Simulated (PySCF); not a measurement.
Several compounds and their computed core spectra got separated.

Method used: delta-SCF UKS SCAN, pcX-2 on the ionised atom, pcseg-1 elsewhere, spin-free X2C (PySCF). Geometries: PBE0-D3(BJ)/def2-SVP; isolated species, one conformer each.

Line lists (1s up to Mg, 2p3/2 beyond, nothing for Ge; areas count atoms within a level, one atom standing for each set equivalent by bonding):
1. B 1s: 199.73 eV; F 1s: 693.75 eV
2. C 1s: 290.10 (area 6), 290.28 (area 2) eV
3. C 1s: 289.88 (area 1), 290.23 (area 1), 290.66 (area 1), 290.75 (area 1), 291.23 (area 1), 292.16 (area 1), 294.38 (area 1) eV; O 1s: 537.49 (area 1), 539.15 (area 1) eV

Structures:
A. `CC(C)(C)C(C)(C)C`
B. `C/C=C(\C)COC(C)=O`
C. `F[B](F)[GeH3]`

Question: Which list belongs to which compound?

Answer: 
- 1 = C: no other candidate has this set of levels. B 1s: 199.73 three-coordinate boron; F 1s: 693.75 boron-bound fluorine (×2).
- 2 = A: no other candidate has this set of levels. C 1s: 290.10 methyl carbon (×6), 290.28 quaternary sp3 carbon (×2).
- 3 = B: no other candidate has this set of levels. C 1s: 289.88 alkene CH carbon, 290.23 fully substituted alkene carbon, 290.66 allylic carbon, 290.75 allylic carbon, 291.23 methyl carbon next to a carbonyl, 292.16 sp3 carbon bound to oxygen, 294.38 ester carbonyl carbon; O 1s: 537.49 ester carbonyl oxygen, 539.15 ester single-bonded oxygen.

1 of these hole states is spin-contaminated (⟨S²⟩ 0.98, against 0.75; counted from 0.85) and less certain.
